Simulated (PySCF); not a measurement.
Input for PySCF: R-MP2/6-31G* on NH2 (SMILES [NH2+]), 2S+1 = 1, a spin state set in the input, which need not be the lowest. Charge +1.

```python
from pyscf import gto, scf, dft, mp
from pyscf.data.elements import chemcore

mol = gto.M(
    atom='''
    N    -0.00035518    0.13719546    0.02231484
    H    -0.84942901   -0.48238715   -0.07809730
    H     0.85191529   -0.47798105   -0.07810655
    ''',
    basis='6-31g*',
    cart=True,
    charge=1, spin=0, verbose=3, max_memory=1800)
mf = scf.RHF(mol)
mf.conv_tol = 1e-8
mf.max_cycle = 100
mf.kernel()
if not mf.converged:
    mf = mf.newton().run(mf.mo_coeff, mf.mo_occ)
pt = mp.MP2(mf, frozen=chemcore(mol)).run()
```

Problem. Give the final energy of this run.

Solution. -55.2413 hartree.
